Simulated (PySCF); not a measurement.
# C₆ coefficients of unlike pairs at PBE0

Calculated with PySCF 2.14 from the dipole response of each species, C₆(A,B) = (3/π) ∫ α_A(iu) α_B(iu) du, in atomic units, from isotropic polarisabilities. For ions this is the dispersion term alone; charge-induced terms of lower order in 1/R come first.

| species | configuration | basis | relativity | α (bohr³) | C₆ (like pair) |
| --- | --- | --- | --- | --- | --- |
| F | [He] 2s2 2p5 (2P) | aug-cc-pCVQZ-DK (9s8p6d4f2g) | spin-free X2C | 3.753 | 10.12 |
| Ag³⁺ | [Kr] 4d8 (3F) | aug-cc-pwCVTZ-PP with ECP28MDF (8s8p7d4f3g) | core potential | 4.030 | 18.06 |
| Ru³⁺ | [Kr] 4d5 (6S) | aug-cc-pwCVTZ-PP with ECP28MDF (8s8p7d4f3g) | core potential | 4.999 | 22.70 |
| Li⁺ | 1s2 (1S) | aug-cc-pCVTZ (7s6p4d2f) | none | 0.1798 | 0.06975 |

Problem. Estimate C₆ for Ag³⁺ with F.

Solution. The integral gives 13.27. The combination rule 2 C_A C_B / (C_A α_B/α_A + C_B α_A/α_B) gives 13.20 and the geometric mean 13.52.

No spin-orbit coupling is included.

The other pairs:

| pair | C₆ |
| --- | --- |
| Ru³⁺, Ag³⁺ | 20.16 |
| Ru³⁺, F | 15.07 |
| Li⁺, Ag³⁺ | 1.078 |
| Li⁺, F | 0.7529 |
| Li⁺, Ru³⁺ | 1.175 |
